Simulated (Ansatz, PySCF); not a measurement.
This Ansatz (a first-principles code) input computes a BLYP/def2-TZVPD energy:

Ansatz 0.2 input:
```yaml
crystal:
  periodic: [false, false, false]
  atoms:
    - {symbol: C, position_ang: [1.58735532, 1.00250970, 0.74862223]}
    - {symbol: C, position_ang: [0.60003846, 0.34711470, 0.36065882]}
    - {symbol: C, position_ang: [-0.51716083, -0.45249610, 0.06311566]}
    - {symbol: O, position_ang: [-1.14520493, -0.53716195, -0.99400345]}
    - {symbol: H, position_ang: [-0.85975827, -1.08547426, 0.91764740]}
basis:
  gaussian:
    orbitals: def2-TZVPD
hamiltonian:
  xc: {name: BLYP}
total_charge: -1
output: {forces: true}
```

Q: Write an input for the same energy in PySCF and say what it gives.

A: 
```python
from pyscf import gto, scf, dft

mol = gto.M(
    atom='''
    C     1.58735532    1.00250970    0.74862223
    C     0.60003846    0.34711470    0.36065882
    C    -0.51716083   -0.45249610    0.06311566
    O    -1.14520493   -0.53716195   -0.99400345
    H    -0.85975827   -1.08547426    0.91764740
    ''',
    basis='def2-tzvpd',
    charge=-1,
    spin=0,
    verbose=4,
)

mf = dft.RKS(mol, xc='blyp').density_fit(auxbasis='def2-universal-jkfit')
mf.grids.level = 3
mf.conv_tol = 1e-9
mf.max_cycle = 100
mf.max_memory = 1500
mf.kernel()
if not mf.converged:
    mf = mf.newton()
    mf.kernel(mf.make_rdm1())
mf.analyze()
```
It gives -190.11107 Eh, and Ansatz -190.11102 Eh, a difference of 0.05 mEh, from the treatment of integrals and grids.

It need not be the lowest isomer of its formula. Whether it binds its extra electron was not tested at this geometry.
